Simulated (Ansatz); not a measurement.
Consider the formal hydrolysis of the Si–Ga bond: `F[SiH2][GaH2]` + H₂O → `O[SiH2]F` + `[GaH3]`.

Calculated with Ansatz (gas phase, PBE0-D4/def2-TZVP geometries, no zero-point term in ΔE). CBS: MP2 limit from def2 TZ/QZ plus the TZ coupled-cluster correction, frozen cores. This one scheme is used for every species. DFT in def2-TZVPP. For Ga outer-core shells are correlated without core-valence functions, which leaves a few kJ/mol of doubt a bond. Scalar relativity is left out up to krypton. One conformer a species, not always the lowest.

Problem. Is it downhill or uphill in electronic energy at CCSD(T)/CBS, and by how much? (Estimate.)

Solution. Computed: Downhill: ΔE = -1.07 eV.

Problem. What do these levels give: revPBE-D4, BLYP-D4, r2SCANh-D4, r2SCAN0-D4, CAM-B3LYP-D4, BLYP, HF/def2-TZVPP, MP2/def2-TZVPP, SCS-MP2/def2-TZVPP, CCSD/def2-TZVPP, MP2/def2-QZVPP, CCSD/CBS(def2)? (Best estimate.)

Solution. The calculation gave: revPBE-D4 -0.90, BLYP-D4 -1.02, r2SCANh-D4 -1.10, r2SCAN0-D4 -1.12, CAM-B3LYP-D4 -1.18, BLYP -1.05, HF/def2-TZVPP -1.34, MP2/def2-TZVPP -1.19, SCS-MP2/def2-TZVPP -1.21, CCSD/def2-TZVPP -1.14, MP2/def2-QZVPP -1.16, CCSD/CBS(def2) -1.09 eV.

Largest T1 diagnostic among the species: 0.013.

From BLYP to BHLYP (50 % exact exchange), in def2-TZVPP and without D4, ΔE moves by −0.16 eV. At CCSD(T), def2-SVP lies −0.04 eV from the extrapolated value and def2-TZVPP −0.05 eV.
